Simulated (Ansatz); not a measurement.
Species: P$_{2}$H$_{4}$, charge 0, singlet. P2H4 (SMILES PP).
B3LYP-D3(BJ)/def2-TZVP minimum from Ansatz (an electronic-structure program):
```xyz
6

P     -1.0203    -0.4713    -0.0535
P      1.0203     0.4711     0.0549
H     -1.5176     0.2567     1.0604
H     -1.5148     0.4895    -0.9757
H      1.5219    -0.4987     0.9637
H      1.5105    -0.2449    -1.0699
```
Charge 0, spin multiplicity 1.

Total energies in hartree (Ansatz). Open shells are spin-unrestricted; no spin-orbit coupling. Cores are frozen in correlated methods. No relativity. Where a partner has so few electrons that a lower coupled-cluster level is exact, that level stands in.

```tsv
species	HF/cc-pV(T+d)Z	CCSD(T)/cc-pV(T+d)Z	HF/cc-pV(Q+d)Z	CCSD(T)/cc-pV(Q+d)Z	CCSDT(Q)/cc-pV(T+d)Z
1: P2H4 (phosphanylphosphane, SMILES PP)	-683.82947	-684.20880	-683.83619	-684.23705	-684.21108
2: P (quartet)	-340.71631	-340.82157	-340.71872	-340.82830	-340.82249
3: H (doublet)	-0.49981	-0.49981	-0.49995	-0.49995	-0.49981
```

### Question
Work out the atomisation energy (electronic, to ground-state atoms) in kJ/mol: take Hartree-Fock from cc-pV(Q+d)Z, extrapolate the CCSD(T) correlation energy as X^-3 (X = 3, 4), and add CCSDT(Q) - CCSD(T) in cc-pV(T+d)Z. 1 hartree = 2625.5 kJ/mol.

### Answer

Species 1: correlation (64·(-0.40086) - 27·(-0.37933))/37 = -0.41657; step -0.00228; E1 = -683.83619 + (-0.41657) + (-0.00228) = -684.25504
Species 2: correlation (64·(-0.10958) - 27·(-0.10526))/37 = -0.11273; step -0.00092; E2 = -340.71872 + (-0.11273) + (-0.00092) = -340.83237
Species 3: correlation (64·(0.00000) - 27·(0.00000))/37 = 0.00000; step +0.00000; E3 = -0.49995 + (0.00000) + (+0.00000) = -0.49995
-1·E1 +2·E2 +4·E3 = 0.59050 hartree = 1550.4 kJ/mol.
